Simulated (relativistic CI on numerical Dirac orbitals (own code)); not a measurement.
## Zn V: calculation against measurement

Computed by Dirac-Coulomb-Breit CI, KLI orbitals optimised for each configuration, model QED, valence Slater integrals scaled by 0.85, P86 correlation estimate, and configurations built on the next ion tied to the tabulated ionisation energy (semi-empirical) (own radial code, finite nucleus).

Configurations in the expansion (outside the closed core [Ne]): 3s2 3p6 3d8, 3s2 3p6 3d7 4s, 3s2 3p6 3d7 4p, 3s2 3p6 3d7 4d, 3s2 3p6 3d7 5s, 3s2 3p6 3d7 4f, 3s2 3p5 3d9, 3s2 3p6 3d7 5p, 3s2 3p6 3d6 4s2, 3s2 3p6 3d7 5d, 3s2 3p6 3d6 4s 4p, 3s2 3p6 3d7 5f, 3s2 3p6 3d7 5g, 3s2 3p4 3d10, 3s 3p6 3d9, 3s2 3p6 3d6 4p2, 3s2 3p6 3d6 4s 4d. Levels of other configurations are missing.

```tsv
Configuration	Term (tabulated)	J	Measured (cm⁻¹)	Computed	Error	Purity (%)
3s2 3p6 3d8	3F	4	0.0	0	0	100
3s2 3p6 3d8	3F	3	2466.0	2408	-58	100
3s2 3p6 3d8	3F	2	4036.0	3918	-118	98
3s2 3p6 3d8	1D	2	18400.0	16633	-1767	82
3s2 3p6 3d8	3P	2	22663.0	21143	-1520	83
3s2 3p6 3d8	3P	1	23107.0	21684	-1423	100
3s2 3p6 3d8	3P	0	23510.0	22059	-1451	99
3s2 3p6 3d8	1G	4	30600.0	29164	-1436	100
3s2 3p6 3d8	1S	0	69904.0	62499	-7405	99
3s2 3p6 3d7 4s	5F	5	198961.7	199654	693	99
3s2 3p6 3d7 4s	5F	4	200644.0	201297	653	99
3s2 3p6 3d7 4s	5F	3	201972.7	202600	627	99
3s2 3p6 3d7 4s	5F	2	202929.1	203540	611	99
3s2 3p6 3d7 4s	3F	4	208715.1	208754	39	98
3s2 3p6 3d7 4s	3F	3	210972.5	210966	-7	99
3s2 3p6 3d7 4s	3F	2	212171.1	212436	265	99
3s2 3p6 3d7 4s	5P	3	221631.3	222645	1014	99
3s2 3p6 3d7 4s	5P	2	222042.1	223121	1079	95
3s2 3p6 3d7 4s	5P	1	222939.9	223960	1021	96
3s2 3p6 3d7 4s	3G	5	226333.9	225491	-843	96
3s2 3p6 3d7 4s	3G	4	227195.3	226327	-868	91
3s2 3p6 3d7 4s	3G	3	228335.1	227478	-857	99
3s2 3p6 3d7 4s	3P †	2	230434.6	233249	2815	81
3s2 3p6 3d7 4s	3P †	1	230614.2	231505	890	83
3s2 3p6 3d7 4s	3P †	0	231121.8	235745	4623	100
3s2 3p6 3d7 4s	1G	4	231830.8	230690	-1140	85
3s2 3p6 3d7 4s	3P †	0	234581.5	232175	-2406	100
3s2 3p6 3d7 4s	3D	3	235598.6	235872	273	99
3s2 3p6 3d7 4s	3H	5	235729.5	233811	-1918	93
3s2 3p6 3d7 4s	3H	4	236968.7	235090	-1879	88
3s2 3p6 3d7 4s	3D	2	237031.9	237416	384	74
3s2 3p6 3d7 4s	1H	5	240446.1	238242	-2204	94
3s2 3p6 3d7 4s	1D	2	241829.3	241845	15	83
3s2 3p6 3d7 4s	3F	2	255481.7	254990	-491	99
3s2 3p6 3d7 4s	3F	3	255763.2	255264	-500	99
3s2 3p6 3d7 4s	3F	4	256235.2	255724	-511	99
3s2 3p6 3d7 4s	1F	3	260879.8	259875	-1005	99
3s2 3p6 3d7 4p	5F°	5	284115.5	284362	246	87
3s2 3p6 3d7 4p	5F°	3	285602.6	285910	307	67
3s2 3p6 3d7 4s	3D	2	285884.6	284894	-990	98
3s2 3p6 3d7 4s	3D	3	286575.4	285544	-1031	99
3s2 3p6 3d7 4p	5F°	2	286935.9	287207	271	80
3s2 3p6 3d7 4p	5F°	1	287888.3	288133	245	92
3s2 3p6 3d7 4p	5G°	6	288499.9	288334	-165	99
3s2 3p6 3d7 4p	5D°	3	288704.1	288923	219	62
3s2 3p6 3d7 4p	5G°	5	288902.8	288842	-61	71
3s2 3p6 3d7 4p	5G°	4	289827.0	289780	-47	71
3s2 3p6 3d7 4p	5D°	2	289924.5	290133	209	57
3s2 3p6 3d7 4p	5G°	3	290423.9	290403	-21	68
3s2 3p6 3d7 4p	5D°	1	290704.0	291051	347	93
3s2 3p6 3d7 4p	5G°	2	290730.6	290755	24	56
3s2 3p6 3d7 4p	5D°	0	291022.3	291365	343	99
3s2 3p6 3d7 4s	1D	2	291106.6	289621	-1485	98
3s2 3p6 3d7 4p	3G°	5	292722.2	292659	-63	80
3s2 3p6 3d7 4p	3F°	4	293463.1	293579	116	91
3s2 3p6 3d7 4p	3G°	4	295168.4	295087	-81	87
3s2 3p6 3d7 4p	3F°	3	295293.2	295380	87	84
3s2 3p6 3d7 4p	3F°	2	296756.7	296823	67	92
3s2 3p6 3d7 4p	3G°	3	296795.7	296723	-73	90
```

Measured levels from Sugar and Musgrove, J. Phys. Chem. Ref. Data 24, 1803 (1995); pairs were made by configuration, J and term (by order where the table uses no LS term), so strongly mixed levels may be paired wrongly.

Mean error by configuration (cm⁻¹): 3s2 3p6 3d8 -1897; 3s2 3p6 3d7 4s -335; 3s2 3p6 3d7 4p 104. Over the excited levels the mean absolute error is 751 cm⁻¹ (58 of the 63 excited levels that our extract of the source holds in range could be paired, and the others can miss by more), and the median relative error of those above 1,000 cm⁻¹ is 0.2 %. † marks terms whose computed intervals miss the measured ones by more than a factor of 2.5, or configurations far off the rest, from wrong mixing, a near crossing or a doubtful label or measurement; they are left out of the means.
